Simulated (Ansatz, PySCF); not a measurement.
Species: sum formula SiPH4 (charge 0, doublet). It need not be the lowest isomer of its formula. 
Coordinates optimised at B3LYP-D3(BJ)/def2-TZVP (Ansatz, a first-principles code):
```xyz
6

Si    -1.1104    -0.0895     0.2616
P      1.0764     0.1108    -0.2618
H     -1.9087     0.1796    -0.9665
H     -1.4426     0.9493     1.2757
H      1.1743    -1.1014    -0.9903
H      1.5769    -0.4366     0.9464
```
Charge 0, spin multiplicity 2.

Quantity: atomisation energy (electronic, to ground-state atoms), in kJ/mol. Valence correlation only, unless marked. UHF or UKS for open shells. No spin-orbit coupling. Non-relativistic. The coupled-cluster limit lacks core correlation, which all-electron functionals hold. CBS(X,Y): correlation extrapolated as X^-3; Hartree-Fock from the larger set. [CCSD(T)-MP2]/basis is that difference in the basis named.

```csv
level,program,atomisation energy (kJ/mol)
r2SCAN/def2-TZVPD,Ansatz,1531.4
B97M-V/def2-TZVPD,Ansatz,1554.4
PBE0/STO-3G,Ansatz,2051.9
BHLYP/def2-TZVPD,Ansatz,1501.2
MN15-D3(BJ)/def2-TZVPD,PySCF + dftd3,1535.1
LC-wPBE-D4/def2-TZVPD,Ansatz + dftd4,1506.8
B2GP-PLYP-D4/def2-TZVPD,Ansatz + dftd4,1489.3
RI-MP2/cc-pV(Q+d)Z,Ansatz,1466.1
CCSD/cc-pV(T+d)Z,Ansatz,1453.3
"RI-MP2/CBS(aug-cc-pV(T+d)Z,aug-cc-pV(Q+d)Z)+[CCSD(T)-MP2]/aug-cc-pV(T+d)Z",Ansatz,1522.7
```
